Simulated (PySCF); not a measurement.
**Adding and removing an electron: ZnO**

PBE0; PySCF, spin-free X2C with a Gaussian nucleus, basis sets Zn jorge-DZP-DKH, O jorge-DZP-DKH. Neutral (UKS): triplet (σ ↑, π ↑), Re = 1.855 Å, ωe = 541 cm⁻¹, De = 1.48 eV, HOMO -6.39 eV, LUMO -3.29 eV.

ZnO⁺ (UKS): doublet (π ↑), Re = 1.792 Å, ωe = 640 cm⁻¹, De = 1.57 eV to Zn⁺ + O. The energies at the minima are -1870.57297 hartree for ZnO and -1870.24557 for ZnO⁺.

Q: Work out the adiabatic ionisation energy, without and with harmonic zero-point energies (1 hartree = 27.2114 eV, 1 eV = 8065.5 cm⁻¹), and the change of the bond length.

A: At PBE0: 0.32740 hartree = 8.909 eV between the minima; the zero-point term (640.0 − 541.0)/2 cm⁻¹ = +0.006 eV makes it 8.915 eV. Re changes by -6.3 pm against the neutral. The electron leaves a σ orbital, and the shorter bond of the ion fits an antibonding orbital, or a change in how ionic the bond is.

For an ion De counts to the pair picked by the measured ionisation energies or electron affinities, which need not be the lowest pair at this level. States were picked by a PBE0 search and need not be the measured ground states.
